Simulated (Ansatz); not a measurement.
This Ansatz (a program for electronic structure) input (wB97M-V/3-21G) gives -457.91081 Eh with 13 basis functions. A basis named .json is the Basis Set Exchange file of that set (core-valence sets with the plain set on hydrogen).

Ansatz 0.2 input:
```yaml
crystal:
  periodic: [false, false, false]
  atoms:
    - {symbol: Cl, position_ang: [0.00000000, 0.00000000, 0.00000000]}
basis:
  gaussian:
    orbitals: 3-21G.json
hamiltonian:
  xc: {name: wB97M-V}
magnetization: {spin_polarized: true, initial_magnetization: 1}
scf: {lower_state_search: full}
```

Change:
```diff
- orbitals: 3-21G.json
+ orbitals: def2-TZVP
```

What does the run give now?

-460.12515 Eh (wB97M-V/def2-TZVP, 37 functions), a change of -2214.34 mEh.
